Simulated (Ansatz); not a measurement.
The cluster Al6Ni⁻, relaxed as a doublet with UKS r2SCAN-D4/def2-SVPD in Ansatz, starting from the GFN1-xTB geometry. Force threshold 0.02 eV/Å.

The relaxation made no stability test and no search for a lower SCF solution. No other spin state of charge -1 was run. The structure comes from a short search, and lower isomers may exist.

Start:

```xyz
7

Ni    1.4091    0.7667    0.5703
Al   -0.8848    0.2669    2.3390
Al   -1.1798    0.4846   -1.4209
Al    1.1794   -0.1038   -2.2182
Al   -0.8626   -1.5994    0.5895
Al   -1.1396    2.1479    0.5218
Al    1.4783   -1.9629   -0.3814
```

| step | energy (eV) | largest force component (eV/Å) | SCF passes |
| --- | --- | --- | --- |
| 1 | -80603.7505 | 1.447 | 128 |
| 2 | -80604.7174 | 1.188 | 77 |
| 3 | -80605.6601 | 0.843 | 54 |
| 4 | -80606.1803 | 0.583 | 44 |
| 5 | -80606.5272 | 0.377 | 49 |
| 6 | -80606.6068 | 0.157 | 61 |
| 7 | -80606.6226 | 0.108 | 51 |
| 8 (rejected) | -80606.4707 | 1.090 | 60 |
| 9 | -80606.6392 | 0.111 | 63 |
| 10 | -80606.6416 | 0.258 | 53 |
| 11 | -80606.6554 | 0.027 | 50 |
| 12 | -80606.6556 | 0.011 | 37 |

Force components are those of the run's own axes.

End:

```xyz
7

Ni    1.475    0.807    0.602
Al   -0.240   -0.002    1.940
Al   -1.627    0.083   -1.471
Al    0.992    0.413   -1.633
Al   -1.351   -1.712    0.255
Al   -0.530    1.876    0.133
Al    1.281   -1.465    0.174
```

Bonds formed: Al2–Al7, Al4–Al6 (atoms count from 1). Metal–metal contacts that move far: Ni1–Al2 2.94 to 2.32 Å, Ni1–Al4 2.93 to 2.32 Å, Ni1–Al6 2.90 to 2.32 Å, Ni1–Al7 2.89 to 2.32 Å.

No frequencies were taken in this run, so the end may be a saddle point.

Run time 3.5 min (4 threads of Arm Neoverse V2 on a shared host).
